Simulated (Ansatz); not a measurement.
One change: `CNBO` becomes `OBNCO`.

Ansatz, PBE0-D4/def2-TZVP geometries, multiplicity 1. Each molecule was computed in one conformer, which needn't be the lowest.

```tsv
property	`CNBO`
HOMO energy (PBE/def2-TZVPP) / eV	-5.74
HOMO energy (PBE0/def2-TZVPP) / eV	-7.11
size of the dipole moment (B3LYP/def2-TZVPP) / D	0.59
size of the dipole moment (PBE/def2-TZVPP) / D	0.53
LUMO energy (B3LYP/def2-TZVPP) / eV	0.87
LUMO energy (PBE/def2-TZVPP) / eV	0.41
```

Q: What does the change do to each property? (Best estimate.)

A: Ansatz gave: 
| property | `OBNCO` | shift |
| --- | --- | --- |
| HOMO energy (PBE/def2-TZVPP) / eV | -6.28 | -0.54 |
| HOMO energy (PBE0/def2-TZVPP) / eV | -7.76 | -0.65 |
| size of the dipole moment (B3LYP/def2-TZVPP) / D | 1.44 | 0.85 |
| size of the dipole moment (PBE/def2-TZVPP) / D | 1.51 | 0.98 |
| LUMO energy (B3LYP/def2-TZVPP) / eV | 0.29 | -0.58 |
| LUMO energy (PBE/def2-TZVPP) / eV | -0.18 | -0.59 |

With PBE0 the HOMO falls by 0.65 eV and the LUMO falls by 0.60 eV, so the gap widens by about 0.05 eV. PBE moves the HOMO by -0.54 eV and ωB97M-V by -0.68 eV. Dipoles are sizes alone; their direction can turn.

B3LYP here is the variant with VWN-RPA as its local correlation; programs differ in this.
